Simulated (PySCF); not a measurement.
**How methods differ on the excitation energy of W**

W [Xe] 4f14 5d4 6s2 (5D) → W [Xe] 4f14 5d3 6s2 7s1, s spin flipped, as a difference of total energies. Computed with PySCF 2.14 in aug-cc-pwCVDZ-PP with ECP60MDF (6s6p5d3f, 70 functions), with a scalar-relativistic core potential. Correlated levels: valence and next inner shell: nothing frozen outside the core potential. The calculations carry no spin-orbit coupling.

| method | excitation energy (eV) |
| --- | --- |
| UHF | 6.127 |
| MP2 (valence and next inner shell) | 6.651 |
| SCS-MP2 (valence and next inner shell) | 6.357 |

Task: How much does correlation contribute at MP2 (valence and next inner shell)?

Result: 6.651 − (6.127) = 0.524 eV, measured against UHF.

The upper determinant mixes two multiplicities, so it lies between the two terms.

The promoted electron is Rydberg-like, and one or two diffuse shells describe it only roughly, which tends to raise the upper state.

The coupled-cluster amplitudes are large for the upper state (T1 above 0.03 or a double amplitude above 0.15), so a single reference is strained.
